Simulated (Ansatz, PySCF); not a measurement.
Molecule: sum formula SiNH2 (charge +1, singlet). It need not be the lowest isomer of its formula. 
Geometry from a B3LYP-D3(BJ)/def2-TZVP (Ansatz, a quantum-chemistry and plane-wave program) optimisation:
```xyz
4

H     -0.0064    -0.1095    -1.9591
Si     0.0078     0.0494    -0.5015
N     -0.0142    -0.0875     0.9975
H     -0.0033     0.0307     1.9977
```
Charge +1, spin multiplicity 1.

Total electronic energies in hartree. Valence correlation only, unless marked. Spin-orbit coupling is left out. Non-relativistic. CBS(X,Y): correlation extrapolated as X^-3; Hartree-Fock from the larger set. The bracket is a focal-point correction in the basis named.

```json
[
 {"level": "HF/cc-pV(T+d)Z", "program": "Ansatz", "energy (Eh)": "-344.21664"},
 {"level": "RI-HF/def2-QZVPP", "program": "Ansatz", "energy (Eh)": "-344.22431"},
 {"level": "SVWN5/def2-TZVPD", "program": "Ansatz", "energy (Eh)": "-343.48855"},
 {"level": "PBE-D3(BJ)/def2-TZVPD", "program": "Ansatz + dftd3", "energy (Eh)": "-344.88602"},
 {"level": "BLYP-D3(BJ)/def2-TZVPD", "program": "Ansatz + dftd3", "energy (Eh)": "-345.09722"},
 {"level": "B3LYP-D3(BJ)/def2-TZVPD", "program": "Ansatz + dftd3", "energy (Eh)": "-345.12077"},
 {"level": "PBE0/STO-3G", "program": "Ansatz", "energy (Eh)": "…"},
 {"level": "MN15-D3(BJ)/def2-TZVPD", "program": "PySCF + dftd3", "energy (Eh)": "-344.92526"},
 {"level": "HSE06-D4/def2-TZVPD", "program": "Ansatz + dftd4", "energy (Eh)": "…"},
 {"level": "B2PLYP-D3(BJ)/def2-TZVPD", "program": "Ansatz + dftd3", "energy (Eh)": "-344.94010"},
 {"level": "MP2/STO-3G", "program": "Ansatz", "energy (Eh)": "-340.33728"},
 {"level": "MP2/6-31G*", "program": "Ansatz", "energy (Eh)": "-344.40386"},
 {"level": "MP2/def2-QZVPP", "program": "Ansatz", "energy (Eh)": "-344.55234"},
 {"level": "RI-MP2/def2-QZVPP", "program": "Ansatz", "energy (Eh)": "-344.55222"},
 {"level": "SCS-MP2/6-31G*", "program": "Ansatz", "energy (Eh)": "-344.40090"},
 {"level": "SCS-MP2/cc-pV(D+d)Z", "program": "Ansatz", "energy (Eh)": "-344.44051"},
 {"level": "SCS-MP2/cc-pV(T+d)Z", "program": "Ansatz", "energy (Eh)": "-344.52502"},
 {"level": "CCSD/cc-pVTZ", "program": "Ansatz", "energy (Eh)": "-344.53094"},
 {"level": "CCSD(T)/6-31G*", "program": "Ansatz", "energy (Eh)": "-344.42782"},
 {"level": "CCSD(T)/cc-pV(D+d)Z", "program": "Ansatz", "energy (Eh)": "-344.46872"},
 {"level": "CCSD(T)/def2-QZVPP", "program": "Ansatz", "energy (Eh)": "-344.57702"},
 {"level": "RI-MP2/CBS(def2-TZVPP,def2-QZVPP)+[CCSD(T)-MP2]/def2-SVP", "program": "Ansatz", "energy (Eh)": "-344.5935"},
 {"level": "CCSD(T)/CBS(cc-pV(T+d)Z,cc-pV(Q+d)Z)", "program": "Ansatz", "energy (Eh)": "-344.5892"}
]
```

Task: Complete the blanks.

Result: 
- PBE0/STO-3G, energy (Eh): -340.85230
- HSE06-D4/def2-TZVPD, energy (Eh): -344.89625
